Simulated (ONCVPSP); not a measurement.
**Logarithmic derivatives: Si (Z = 14), ONCV**

- Element: silicon
- Generator: ONCVPSP 4.0.1
- Type: optimised norm-conserving Vanderbilt (ONCV)
- Functional: PBE
- Relativity: scalar-relativistic
- Frozen core: [Ne]
- Valence charge: 4
- Reference configuration: 3s2 3p1 (charge +1)
- Partial waves: 3s: rc 1.50 bohr, ncon 3, nbas 6, qcut 4.6 1/bohr, 2 projectors, debl 3.2 Ha; 3p: rc 1.85 bohr, ncon 4, nbas 8, qcut 4.7 1/bohr, 1 projector
- Local potential: polynomial inside 1.45 bohr (lpopt 5, dvloc0 0 Ha)
- Core correction: Teter function fitted to the true core (icmod 2), fcfact 0.4

The phase is arctan(r·R′/R) of the radial function R(r), unwrapped; energies in Ha, scanned from -2 to 5 Ha. A pole is an energy at which the radial function vanishes at the test radius. The pseudo phase is shifted by a multiple of π to meet the all-electron one at the reference energy, and phase errors are pseudo minus all-electron; the curves can meet again beyond the range given. Levels narrower than the energy grid can be missing from the lists of poles.

```
channel  radius (bohr)  reference energy (Ha)  poles, all-electron  poles, pseudo  unbroken range about the reference energy with phases within 0.05 rad  phase error 1 Ha above the reference energy (rad)
      s           1.52                  -0.70                 3.12           3.12                                                              below 4.7                                             -0.001
      p           1.88                  -0.43                 1.54           1.32                                                              below 1.6                                             -0.014
```

Phases in the p channel:

```
E (Ha)  all-electron  pseudo
 -1.98         1.069   1.057
 -1.62         0.939   0.926
 -1.26         0.704   0.691
 -0.90         0.238   0.229
 -0.54        -0.458  -0.459
 -0.18        -0.963  -0.965
  0.18        -1.222  -1.229
  0.54        -1.366  -1.379
  0.90        -1.459  -1.480
  1.26        -1.527  -1.559
  1.62        -1.583  -1.634
  1.98        -1.635  -1.722
  2.34        -1.689  -1.857
  2.70        -1.754  -2.166
  3.06        -1.843  -3.201
  3.42        -1.990  -4.133
  3.78        -2.300  -4.402
  4.14        -3.058  -4.517
  4.50        -3.893  -4.584
  4.86        -4.248  -4.629
```
